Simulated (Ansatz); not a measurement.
`[Cl][InH][SeH]` + H₂ → `[SeH][InH2]` + HCl  (hydrogenolysis of the In–Cl bond)

Calculated with Ansatz (gas phase, PBE0-D4/def2-TZVP geometries, no zero-point term in ΔE). CCSD(T)/CBS adds triple-zeta CCSD(T) − MP2 to the extrapolated MP2 energy (def2 sets, frozen cores). This one scheme is used for every species. Functionals use def2-TZVPP. B3LYP here is the variant with VWN-RPA as its local correlation; programs differ in this. HSE06 is defined as in plane-wave codes. Elements past krypton have def2 core potentials. For In, Se outer-core shells are correlated without core-valence functions, which leaves a few kJ/mol of doubt a bond. Scalar relativity is left out up to krypton. Each species was taken in one conformer, which may not be the lowest.

```csv
level,ΔE (kJ/mol)
B3LYP-D4,103.7
ωB97M-V,100.3
r2SCAN0,103.2
HSE06,97.4
CAM-B3LYP,94.8
RPA@PBE/def2-TZVPP,93.2
MP2/def2-SVP,103.1
MP2/def2-TZVPP,107.9
```

Task: What does CCSD(T)/CBS give? (An estimate is asked.)

Result: Computed: +106.3 kJ/mol. The listed levels differ from it by -2.6, -6.0, -3.1, -8.9, -11.5, -13.1, -3.2, 1.6 kJ/mol.

Largest T1 diagnostic among the species: 0.013.

The D4 term adds +5.4 kJ/mol with B3LYP and +2.9 kJ/mol with PBE0; it sums over pairs of atoms, weighted by their polarisabilities, and B3LYP, whose exchange is more repulsive, gets the larger term. Leaving LDA and LC-ωPBE aside and taking each functional with its dispersion term where it has one, the values, not all of them listed here, spread over 9.2 kJ/mol, from B97M-V to r2SCAN-D4. LDA lies −8.9 kJ/mol from PBE without D4.
